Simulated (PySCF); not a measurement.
# Hartree-Fock beside MP2: B2CFH2 cation

These are calculations, not measurements. They come from PySCF 2.14.0, an open-source quantum chemistry program, on an isolated molecule that a program drew, which may never have been made. The molecule is B2CFH2 cation (charge +1, singlet), drawn as the SMILES string `C=B[B+]F`.

The geometry was optimised and harmonic frequencies were computed with HF and MP2, all in the cc-pVDZ basis, for the commonest isotopes, with a restricted reference for singlets and an unrestricted one otherwise, and a frozen core in MP2. Each result is a local minimum of its method.

Geometry at the HF minimum:
```xyz
6
B2CFH2 cation, angstrom
C     0.6822   -1.4387    0.1853
B    -0.3732   -0.5559    0.3636
B    -1.6037    0.4747    0.5710
F    -2.5366    1.2562    0.7285
H     1.3238   -1.7461    1.0078
H     0.9197   -1.8667   -0.7857
```

Lengths of the bonds as drawn, in Å (atoms numbered as above):
```
 bond     HF    MP2
C1-B2  1.387  1.399
B2-B3  1.618  1.628
B3-F4  1.227  1.247
C1-H5  1.087  1.102
C1-H6  1.087  1.102
```

Rotational constants, in GHz:
```
constant,HF,MP2
A,295.4,287.2
B,3.048,2.991
C,3.017,2.96
```

Harmonic frequencies in cm^-1, each column in rising order, so a row needn't be the same motion in every method:
```
rank    HF   MP2
   1   145   137
   2   163   149
   3   434   384
   4   454   421
   5   624   605
   6   743   648
   7  1029   848
   8  1398     ?
   9  1609  1532
  10  1787  1757
  11  3283  3144
  12  3376  3239
```

**Estimate the missing MP2 frequency from the HF column.**

A single factor s that minimises the squared misfit of MP2 against s times HF over the other rows is sum(HF x MP2) / sum(HF^2) = 0.9538, with an rms misfit of 49 cm^-1. For rank 8 it gives 0.9538 x 1398 = 1333 cm^-1. The calculation gives 1289 cm^-1, 44 cm^-1 below the estimate. The drawn bonds are on average 1.2 % longer in MP2 than in HF.
